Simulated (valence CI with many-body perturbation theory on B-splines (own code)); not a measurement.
# E1 line list for Au⁶³⁺

Method: valence CI with perturbative core correlation (CI+MBPT): six valence electrons over a frozen Dirac-Fock core [Ne], radial functions for each j: 9 s, 9 p, 8 d, 6 f, 3 g, 1 h, with the one-electron correlation potential Σ1, the two-electron term Σ2, the three-electron term Σ3, Breit, model QED; selected CI, second order for the rest, scaled by the run's own slope (own B-spline code, finite nucleus).

No measured spectrum was set against this ion. As an estimate, large intervals hold to a few tenths of a per cent, small ones and those within an open d or f shell to about a per cent. Among the levels kept, up to 1000 cm⁻¹ of a level comes from second order outside the variational space, and about a tenth of that is noise between levels of different J, which matters for small intervals.

Lines 101 to 122 of 122 in falling wavelength, among levels below 64.575 Ry, chosen from the strongest by gf and those to the six lowest levels. Wavelengths and rates use the calculated energies. Electric multipoles are in the length gauge with retardation, E1 and E2 with the static RPA response of the core. Weak lines are less certain than strong ones. Lines between different terms over intervals too small for the method are left out, as are lines whose strength nearly cancels. The highest levels of a list are the least certain.

Levels are named by their leading jj configuration (3d3/2^4 stands for four electrons in 3d with j = 3/2), which in mixed levels can hold well under half, so a name can repeat and another be missing. Letters in brackets count levels of one name in rising energy.

| λ vac (nm) | Upper | Lower | A (s⁻¹) | log gf | Branch % |
| --- | --- | --- | --- | --- | --- |
| 2.414 | (3s^2 3p1/2^2 3d5/2^2) J=2 | (3s^2 3p1/2^2 3p3/2 3d3/2) J=1 | 2.22e+09 | -3.01 | 0.3 |
| 2.370 | (3s^2 3p1/2^2 3d5/2^2) J=2 | (3s^2 3p1/2^2 3p3/2 3d3/2) J=2 | 1.12e+09 | -3.33 | 0.1 |
| 2.287 | (3s^2 3p1/2^2 3d5/2^2) J=0 | (3s^2 3p1/2^2 3p3/2 3d3/2) J=1 | 4.87e+08 | -4.42 | 0.1 |
| 1.819 | (3s 3p1/2^2 3p3/2^3) J=1 | (3s^2 3p1/2^2 3p3/2^2) J=0 | 4.90e+11 | -1.14 | 31.8 |
| 1.819 | (3s 3p1/2^2 3p3/2^3) J=2 | (3s^2 3p1/2^2 3p3/2^2) J=2 | 1.41e+12 | -0.46 | 97.6 |
| 1.763 | (3s 3p1/2^2 3p3/2^3) J=1 | (3s^2 3p1/2^2 3p3/2^2) J=2 | 1.00e+12 | -0.85 | 65.2 |
| 1.761 | (3s^2 3p1/2 3p3/2^2 3d3/2) J=1 [a] | (3s^2 3p1/2^2 3p3/2^2) J=0 | 2.44e+11 | -1.47 | 36.1 |
| 1.717 | (3s^2 3p1/2 3p3/2^2 3d3/2) J=2 [a] | (3s^2 3p1/2^2 3p3/2^2) J=2 | 5.49e+09 | -2.92 | 51.4 |
| 1.708 | (3s^2 3p1/2 3p3/2^2 3d3/2) J=1 [a] | (3s^2 3p1/2^2 3p3/2^2) J=2 | 4.01e+11 | -1.28 | 59.4 |
| 1.696 | (3s^2 3p1/2 3p3/2^2 3d3/2) J=3 [a] | (3s^2 3p1/2^2 3p3/2^2) J=2 | 7.77e+10 | -1.63 | 95.0 |
| 1.644 | (3s^2 3p1/2 3p3/2^2 3d3/2) J=2 [b] | (3s^2 3p1/2^2 3p3/2^2) J=2 | 3.97e+11 | -1.09 | 98.7 |
| 1.626 | (3s^2 3p1/2 3p3/2^2 3d3/2) J=1 [b] | (3s^2 3p1/2^2 3p3/2^2) J=0 | 4.21e+10 | -2.30 | 0.5 |
| 1.612 | (3s^2 3p1/2 3p3/2^2 3d3/2) J=3 [b] | (3s^2 3p1/2^2 3p3/2^2) J=2 | 4.70e+12 | 0.11 | 100.0 |
| 1.597 | (3s^2 3p1/2 3p3/2^2 3d3/2) J=1 [c] | (3s^2 3p1/2^2 3p3/2^2) J=0 | 6.66e+12 | -0.12 | 75.6 |
| 1.594 | (3s^2 3p1/2 3p3/2^2 3d3/2) J=2 [c] | (3s^2 3p1/2^2 3p3/2^2) J=2 | 6.89e+12 | 0.12 | 100.0 |
| 1.581 | (3s^2 3p1/2 3p3/2^2 3d3/2) J=1 [b] | (3s^2 3p1/2^2 3p3/2^2) J=2 | 7.69e+12 | -0.06 | 99.4 |
| 1.554 | (3s^2 3p1/2 3p3/2^2 3d3/2) J=1 [c] | (3s^2 3p1/2^2 3p3/2^2) J=2 | 2.15e+12 | -0.63 | 24.4 |
| 1.499 | (3s^2 3p1/2 3p3/2^2 3d5/2) J=1 | (3s^2 3p1/2^2 3p3/2^2) J=0 | 2.04e+10 | -2.69 | 12.5 |
| 1.492 | (3s^2 3p1/2 3p3/2^2 3d5/2) J=3 [a] | (3s^2 3p1/2^2 3p3/2^2) J=2 | 9.11e+09 | -2.67 | 81.2 |
| 1.460 | (3s^2 3p1/2 3p3/2^2 3d5/2) J=1 | (3s^2 3p1/2^2 3p3/2^2) J=2 | 5.66e+08 | -4.27 | 0.3 |
| 1.428 | (3s^2 3p1/2 3p3/2^2 3d5/2) J=2 | (3s^2 3p1/2^2 3p3/2^2) J=2 | 5.29e+08 | -4.09 | 1.7 |
| 1.416 | (3s^2 3p1/2 3p3/2^2 3d5/2) J=3 [b] | (3s^2 3p1/2^2 3p3/2^2) J=2 | 2.95e+07 | -5.21 | 1.2 |

Task: How does gf follow from A for the line at 1.626 nm?

Result: gf = 1.4992 × (2J+1)_upper × A / σ², with σ = 6151909 cm⁻¹ and 2J+1 = 3: gf = 0.00500.
